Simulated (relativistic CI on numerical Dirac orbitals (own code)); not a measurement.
# One change at a time: Os⁵⁵⁺

Base calculation: Dirac-Coulomb-Breit CI, orbitals from a KLI potential per configuration, model QED (radiative potential, 1s self-energy scaled to tabulated hydrogen-like ionisation energies), unscaled Slater integrals.

Configurations in the expansion (outside the closed core [Ne]): 3s2.3p6.3d3, 3s2.3p5.3d4, 3s.3p6.3d4, 3s2.3p6.3d2.4s, 3s2.3p6.3d2.4p, 3s2.3p6.3d2.4d, 3s2.3p5.3d3.4s, 3s2.3p6.3d2.4f, 3s2.3p5.3d3.4p, 3s.3p6.3d3.4s, 3p6.3d4.4p, 3p6.3d5, 3p5.3d6, 3p5.3d5.4s, 3p6.3d4.4s, 3p5.3d4.4s2, 3s2.3p6.3d.4s2, 3s2.3p6.4s2.4p, 3s2.3p6.4s2.4d. Double excitations out of closed p, d and f shells are left out; levels of such configurations are missing from the list, as are those of other unlisted configurations, and high levels can miss mixing partners. These lack a partner that the ground configuration has and come out too high: 3s2.3p5.3d3.4p.

Variants: (1) only the first configuration; (2) only the first 3 configurations. Shifts of the energy above 3s2.3p6.3d3 4F_3/2, in cm⁻¹, for the lowest level and the first level of each name with at least 55 % of one term (blank where a level changes its place among those of its configuration and J or its character, or is not in the variant):

```tsv
Level	Base	Δ(1)	Δ(2)
3s2.3p6.3d3 4F_3/2	0	0	0
3s2.3p6.3d3 4F_5/2	602082	-871	-476
3s2.3p6.3d3 4P_1/2	703620	+1206	-488
3s2.3p6.3d3 4F_7/2	1279465	-1221	-758
3s2.3p6.3d3 2P_1/2	1392579	+983	-638
3s2.3p6.3d3 2H_11/2	1398820	-2888	-1172
3s2.3p6.3d3 2F_7/2	1483200	+1218	-881
3s2.3p6.3d3 2D_3/2	1663455	+1321	+779
```

At this charge energies of transitions that change n are usually good to better than 1 %, and those within a shell (Δn = 0) to a few per cent.

Ionisation energy from the two ground configurations alone: base 5420.94 eV. The NIST ASD value (theoretical) is 5421 eV.

LS names give the leading component of a level, which can be under half, so a name can repeat, a term be missing and a line seem to break the LS rules.
